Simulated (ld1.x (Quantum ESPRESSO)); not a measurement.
Which change was made? (Pm, TM)

promethium, norm-conserving Troullier–Martins (Kleinman–Bylander form), made with ld1.x (Quantum ESPRESSO) 7.5 (LDA (PZ), scalar-relativistic). Core [Kr] 4d10, reference 4f5 5s2 5p6 5d0 6s1 6p0 (charge +1). Waves: 5s (bound): rc 2.15 bohr; 5p (bound): rc 2.35 bohr; 4f (bound): rc 1.70 bohr; 5d (bound, empty): rc 2.65 bohr. Local part: the d channel. Core correction: none.

Occupied shells without a wave of their own: 6s. They enter only through the test configuration that unscreens the potential.

Cutoffs, loose and tight: the cutoffs (Ry, on a coarse ladder) from which the occupation-weighted sum of valence levels, in a spherical-Bessel basis at the reference potential, stays within 10 and 1 mRy of its value at 400 Ry. They do not see the model core or the augmentation charge, which bear on the density cutoff. Test errors are all-electron minus pseudo excitation energies from the reference, over the configurations 4f5 5s2 5p6 5d0 6s2 6p0; 4f5 5s2 5p6 5d0 6s0 6p0; 4f4 5s2 5p6 5d0 6s0 6p0; 4f5 5s2 5p6 5d0 6s1.5 6p0; 4f5 5s1 5p6 5d0 6s2 6p0; 4f3 5s2 5p6 5d0 6s0 6p0; 4f5 5s2 5p6 5d0.5 6s1.5 6p0 (two spin-polarised tests are not counted in the largest error); variants that change the core or the reference have their own tests. The largest error is taken over the tests solved by every variant that gives reliable tests at all, those not shown here included: 4f3 5s2 5p6 5d0 6s0 6p0; 4f4 5s2 5p6 5d0 6s0 6p0; 4f5 5s1 5p6 5d0 6s2 6p0; 4f5 5s2 5p6 5d0 6s0 6p0; 4f5 5s2 5p6 5d0 6s1.5 6p0.

The base gives: outcome: generated, misses its reference levels by 0.50 eV; cutoff, loose: 140 Ry; cutoff, tight: 200 Ry; bound ghosts: none; largest test error (meV): +3053.

Q: After one change the result is: outcome: failed: run_pseudo: Errors in PS-KS equation. Which change was it?
A. core [Xe], valence charge 7; reference 4f4 5d1 6s2 6p0; waves now 6p (bound): rc 4.05 bohr; 5d (bound): rc 2.95 bohr; 4f (bound): rc 1.05 bohr; 6s (bound): rc 3.10 bohr; local potential the s channel; core correction a·sin(br)/r model core inside 0.95 bohr
B. local potential the s channel
C. wave 5s (bound): rc 2.15 bohr becomes 5s (bound): rc 2.00 bohr

A: A. The others give: local potential the s channel → outcome: generated, misses its reference levels by 0.77 eV; cutoff, loose: 140 Ry; cutoff, tight: 200 Ry; bound ghosts: none; largest test error (meV): -1560 | wave 5s (bound): rc 2.15 bohr becomes 5s (bound): rc 2.00 bohr → outcome: generated, misses its reference levels by 0.49 eV; cutoff, loose: 140 Ry; cutoff, tight: 200 Ry; bound ghosts: s; largest test error (meV): +2938.
